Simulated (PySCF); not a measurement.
## Radial density of K⁺ (potassium, charge +1)

UHF, [Ar], closed-shell 1S. All numbers are calculated (PySCF 2.14, no relativity, point nucleus, in 6-31G*).

```
r (bohr)  4πr²ρ (e/bohr)
 0.00151          0.1212
 0.00255          0.3348
 0.00429          0.8930
 0.00721           2.249
  0.0121           5.296
  0.0204           10.94
  0.0343           18.43
  0.0577           22.15
  0.0971           17.74
   0.163           16.94
   0.275           22.87
   0.462           12.33
   0.777           5.239
    1.31           6.255
    2.20           1.575
    3.70         0.05346
    6.22       2.618e-05
```
